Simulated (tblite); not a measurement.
C6H5FN (doublet state).
SMILES with atom numbers: `[CH3:1][c:2]1[cH:3][cH:4][c:5][n:6][c:7]1[F:8]` (hydrogens: H9, H10, H11 on C1; H12 on C3; H13 on C4)

The geometry is computed with GFN2-xTB (gas phase). This method treats the open shell by occupation alone, without spin polarisation.

**Question.** Give the optimised bond lengths and angles.

**Answer.** 
```json
{"bond": "C1–C2", "length (bohr)": "2.828", "order": "single"}
{"bond": "C2–C3", "length (bohr)": "2.629", "order": "aromatic"}
{"bond": "C3–C4", "length (bohr)": "2.631", "order": "aromatic"}
{"bond": "C4–C5", "length (bohr)": "2.601", "order": "aromatic"}
{"bond": "C5–N6", "length (bohr)": "2.425", "order": "aromatic"}
{"bond": "N6–C7", "length (bohr)": "2.483", "order": "aromatic"}
{"bond": "C7–F8", "length (bohr)": "2.530", "order": "single"}
{"bond": "C2–C7", "length (bohr)": "2.633", "order": "aromatic"}
{"bond": "C1–H9, C1–H10, C1–H11", "length (bohr)": "2.056", "order": "single"}
{"bond": "C3–H12", "length (bohr)": "2.043", "order": "single"}
{"bond": "C4–H13", "length (bohr)": "2.035", "order": "single"}
```

Bonds in one row agree within 0.02 bohr and their mean is given. Orders are formal, as drawn. A selection of angles:
```json
{"angle": "C2–C1–H9", "degrees": "110.4"}
{"angle": "C2–C1–H10", "degrees": "110.7"}
{"angle": "H9–C1–H10", "degrees": "109.3"}
{"angle": "H9–C1–H11", "degrees": "107.7"}
{"angle": "C1–C2–C3", "degrees": "123.1"}
{"angle": "C1–C2–C7", "degrees": "120.8"}
{"angle": "C3–C2–C7", "degrees": "116.1"}
{"angle": "C2–C3–C4", "degrees": "121.3"}
{"angle": "C2–C3–H12", "degrees": "119.2"}
{"angle": "C4–C3–H12", "degrees": "119.4"}
{"angle": "C3–C4–C5", "degrees": "115.2"}
{"angle": "C3–C4–H13", "degrees": "122.0"}
{"angle": "C5–C4–H13", "degrees": "122.9"}
{"angle": "C4–C5–N6", "degrees": "125.0"}
{"angle": "C5–N6–C7", "degrees": "120.0"}
{"angle": "N6–C7–F8", "degrees": "117.2"}
{"angle": "C2–C7–N6", "degrees": "122.4"}
{"angle": "C2–C7–F8", "degrees": "120.4"}
```

The 6-membered ring C2–C3–C4–C5–N6–C7 has internal angles of 115.2° to 125.0°; it is planar, 0.00 Å rms from its mean plane, widest ring torsion 0°. The 8 heavy atoms lie in one plane (0.002 Å rms). C7 (carbon bonded to C, F and N) is planar (angles 122.4°, 120.4° and 117.2°, sum 360.0°, 0.00 Å off the plane of its three neighbours). The 5 C–C bonds span 1.376 Å (C4–C5, aromatic) to 1.497 Å (C1–C2, drawn single), a spread of 0.121 Å. C3 (carbon bonded to 2 C and H) is planar (angles 121.3°, 119.4° and 119.2°, sum 360.0°, 0.00 Å off the plane of its three neighbours). C4 (carbon bonded to 2 C and H) is planar (angles 122.9°, 122.0° and 115.2°, sum 360.0°, 0.00 Å off the plane of its three neighbours). C2 (carbon bonded to 3 C) is planar (angles 123.1°, 120.8° and 116.1°, sum 360.0°, 0.00 Å off the plane of its three neighbours).

GFN2-xTB frequencies show an imaginary mode (40i cm⁻¹), so the point is no minimum at that level.
